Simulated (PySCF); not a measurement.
C2H7FSn, SMILES [CH3][SnH]([CH3])[F]. Coordinates come from a PBE-D3(BJ)/def2-SVP optimisation. The structure was generated by enumeration; whether it is a known compound was not checked. The def2 effective core potentials stand for the cores of Sn; spin–orbit coupling is left out.

Computed equilibrium geometry at PBE-D3(BJ)/def2-SVP (PySCF confirms it by a frequency run) as a Z-matrix, and its point group:
point group Cs.
```
Sn
F 1 1.9736
H 1 1.7363 2 104.22
C 1 2.1607 3 113.63 2 -113.91
H 4 1.1063 1 109.70 3 58.01
H 4 1.1065 5 109.41 1 -119.89
H 4 1.1075 5 109.26 6 -119.61
C 1 2.1607 3 113.63 2 113.91
H 8 1.1063 1 109.70 3 -58.01
H 8 1.1065 9 109.41 1 119.89
H 8 1.1075 9 109.26 10 119.61
```
